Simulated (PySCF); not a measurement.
A structure optimised at PBE-D3(BJ)/def2-SVP, used in a PySCF frequency run:

```
Al
H 1 1.6052
As 1 2.4528 2 119.24
H 3 1.5407 1 90.71 2 143.95
H 3 1.5419 4 92.56 1 89.81
As 1 2.4528 2 119.24 5 155.18
H 6 1.5407 1 90.71 2 143.95
H 6 1.5419 7 92.56 1 89.81
```
Charge 0, spin multiplicity 1.

Question: Write its SMILES, formula and point group.

Answer: [AsH2][AlH][AsH2], AlAs₂H₅, C2

Question: What are its rotational constants (standard atomic weights)?

Answer: 10.450, 0.71222, 0.67472 GHz
